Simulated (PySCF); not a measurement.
## Ionisation energy along the 22-electron series

Calculated with PySCF 2.14 and a two-component X2C-1e Hamiltonian (Gaussian nucleus, no Breit or QED terms), each ion in its own even-tempered basis scaled to its charge; GMP2 freezes [Ne] and drops the highest virtual spinors. Values in eV. NIST values: (m) measured, (s) semi-empirical, (t) theoretical.

```csv
ion,configuration,GHF (spin-free),GMP2 (spin-free),GHF (screened spin-orbit),GMP2 (screened spin-orbit),NIST
Eu⁴¹⁺,[Ar] 3d4,3156.8,3156.9,3169.3,3170.3,3168 ± 4 (t)
Gd⁴²⁺,[Ar] 3d4,3298.4,3298.4,3312.4,3313.3,3312 ± 4 (t)
Tb⁴³⁺,[Ar] 3d4,3443.6,3443.6,3459.1,3460.0,3458 ± 4 (t)
```

Between Z = 63 and Z = 65 the GMP2 (screened spin-orbit) value grows as Z to the power 2.80.
